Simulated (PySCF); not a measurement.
Gas-phase reaction: SnH4 + 2 Cl2 = SnH2Cl2 + 2 HCl

Energies from PySCF (xtb for GFN2), thermal terms from the rigid-rotor harmonic-oscillator model, ideal gas at 1 bar. † marks an energy on the PBE0/def2-TZVP geometry and frequencies; other levels use their own. MP2 and CCSD(T) freeze the core. All species are closed-shell singlets. B3LYP is the form with VWN-RPA correlation. Sn: scalar-relativistic def2 core potential, no spin-orbit coupling. SnH2Cl2: computed as isolated molecules; such fragments, hydroxides, amides, oligomers or adducts are transient or little studied in the gas. MP2 isn't extrapolated to the basis-set limit; its ΔH°(298 K) is -575.5 kJ in def2-SVP and -549.1 kJ in def2-TZVPP. CCSD(T) isn't extrapolated to the basis-set limit; its ΔH°(298 K) is -543.9 kJ in def2-SVP and -521.9 kJ in def2-TZVPP. The harmonic model lacks anharmonicity and excited electronic states, which grow with temperature; levels with a mode under 35 cm⁻¹ are left out. Soft modes under 120 cm⁻¹ make the harmonic entropy rough for SnH2Cl2.

```tsv
level	ΔE electronic, kJ	ΔH°(298 K), kJ	ΔS°(298 K), J/K	ΔG°(1600 K), kJ
B3LYP/def2-TZVP†	-500	-494	14	-523
BLYP/def2-TZVP†	-479	-473	14	-502
CCSD(T)/def2-SVP†	-550	-544	14	-573
GFN2-xTB	-323	-328	20	-371
HF/def2-TZVP†	-558	-552	14	-581
MP2/def2-TZVPP†	-556	-549	14	-578
PBE/def2-SVP	-507	-500	13	-525
PBE0/def2-QZVP†	-513	-507	14	-536
PBE0/def2-SVP†	-540	-533	14	-562
r2SCAN/def2-TZVP†	-524	-517	14	-546
ωB97M-V/def2-TZVP†	-513	-507	14	-536
```
ΔH° is lowest at HF/def2-TZVP† and highest at GFN2-xTB. No reference value is set beside these.
